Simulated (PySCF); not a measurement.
FHI2OSi, SMILES O[Si](F)(I)I. Geometry: PBE0-D3(BJ)/def2-SVP. The structure was generated by enumeration, and PubChem lists no compound with its InChIKey, so it may never have been made. The def2 effective core potentials stand for the cores of I; spin–orbit coupling is left out. The values are those of a single conformer.

The numbers are results of PBE0-D3(BJ)/def2-SVP in PySCF, not measurements.

Harmonic wavenumbers (cm⁻¹): 81, 140, 198, 203, 219, 239, 376, 465, 781, 884, 982, 3905. Rotational constants (GHz): 1.971, 0.4611, 0.4131; symmetry number 1.

Task: Work out the zero-point energy and the ideal-gas rigid-rotor harmonic-oscillator thermochemistry at 298.15 K and 1 atm.

Result: ZPE = ½ Σ hcν = ½ × 8475 cm⁻¹ = 12.12 kcal/mol. H − E(el) = 17.21 kcal/mol. Entropy in cal/(mol K): translation 43.17, rotation 31.13, vibration 16.97, total 91.27. G − E(el) = -10.00 kcal/mol. Cp = 23.54 cal/(mol K). Modes under 150 cm⁻¹ make the vibrational entropy uncertain.
